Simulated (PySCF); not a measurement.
C²⁺ (carbon, charge +2): UHF calculation

Configuration: [He] 2s2, closed-shell 1S. Calculation: PySCF 2.14, in aug-cc-pVTZ (5s4p3d2f, 46 functions); no relativity, point nucleus.

```
Total energy                                     : -36.407465 hartree
One-electron energy                              : -44.1270 hartree
Hartree (Coulomb) energy                         : 12.0336 hartree
Exchange energy                                  : -4.3141 hartree
Kinetic energy                                   : 36.41146 hartree
⟨S²⟩                                             : 0.0000
⟨L²⟩                                             : 0.000
Sum of ⟨r⟩                                       : 3.279 bohr
Sum of ⟨r²⟩                                      : 4.624 bohr²
Density at the nucleus (Gaussians lack the cusp) : 125 bohr⁻³
Langevin diamagnetic susceptibility              : -3.66 ×10⁻⁶ cm³/mol
```

```json
{"shell": "1s", "electrons": "2", "mean orbital energy (eV)": "-344.22", "rms radius, mean of both spins (bohr)": "0.310"}
{"shell": "2s", "electrons": "2", "mean orbital energy (eV)": "-46.096", "rms radius, mean of both spins (bohr)": "1.49"}
```
